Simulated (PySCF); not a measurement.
A structure optimised at PBE0-D3(BJ)/def2-SVP, used in a PySCF frequency run:

```
C
C 1 1.3537
H 2 1.0918 1 121.03
H 2 1.0970 3 117.02 1 177.17
H 1 1.0978 2 117.36 3 -3.41
C 1 1.4907 5 116.89 2 169.69
H 6 1.0941 1 114.20 5 13.93
H 6 1.1001 7 111.67 1 -130.65
Al 6 1.9441 7 121.83 8 -132.45
F 9 1.6663 6 118.52 7 142.91
Cl 9 2.0966 10 117.51 4 -128.75
```
Charge 0, spin multiplicity 1.

Write its SMILES and formula.

C=C[CH2][Al]([F])[Cl], C₃H₅AlClF

What are its rotational constants (standard atomic weights)?

3.0242, 1.6771, 1.3876 GHz
